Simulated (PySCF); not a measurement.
## Basis and Hamiltonian dependence of the excitation energy of As⁺

As⁺ [Ar] 3d10 4s2 4p2 (3P) → As⁺ [Ar] 3d10 4s2 4p1 5s1 (3P). All values are computed (PySCF 2.14, energy differences of UHF-based or UKS calculations, no spin-orbit coupling). Values in eV.

```json
{"basis": "aug-cc-pwCVDZ-PP with ECP10MDF", "Hamiltonian": "ECP", "functions": "48", "UHF": "9.541", "LDA": "9.464", "PBE0": "9.575", "MP2 (valence)": "9.575", "CCSD(T) (valence)": "9.565"}
{"basis": "x2c-TZVPPall with one added diffuse shell each of s, p, d type", "Hamiltonian": "spin-free X2C", "functions": "57", "UHF": "9.535", "LDA": "9.515", "PBE0": "9.595", "MP2 (valence)": "9.634", "CCSD(T) (valence)": "9.634"}
{"basis": "aug-cc-pVQZ-PP with ECP10MDF", "Hamiltonian": "ECP", "functions": "89", "UHF": "9.546", "LDA": "9.459", "PBE0": "9.561", "MP2 (valence)": "9.674", "CCSD(T) (valence)": "9.664"}
{"basis": "dyall-av2z", "Hamiltonian": "non-relativistic", "functions": "92", "UHF": "9.606", "LDA": "9.595", "PBE0": "9.668", "MP2 (valence)": "9.626", "CCSD(T) (valence)": "9.609"}
{"basis": "aug-cc-pVQZ-DK", "Hamiltonian": "spin-free X2C", "functions": "93", "UHF": "9.551", "LDA": "9.539", "PBE0": "9.611", "MP2 (valence)": "9.676", "CCSD(T) (valence)": "9.666"}
{"basis": "aug-cc-pwCVTZ-PP with ECP10MDF", "Hamiltonian": "ECP", "functions": "96", "UHF": "9.543", "LDA": "9.463", "PBE0": "9.564", "MP2 (valence)": "9.650", "CCSD(T) (valence)": "9.646"}
{"basis": "x2c-QZVPPall with one added diffuse shell each of s, p, d, f type", "Hamiltonian": "spin-free X2C", "functions": "113", "UHF": "9.554", "LDA": "9.543", "PBE0": "9.612", "MP2 (valence)": "9.679", "CCSD(T) (valence)": "n/a"}
```

Frozen in the all-electron rows: valence: [Ar] 3d10; with a core potential, the same shells as far as they lie outside it.

Non-relativistic rows lack the scalar-relativistic shift.
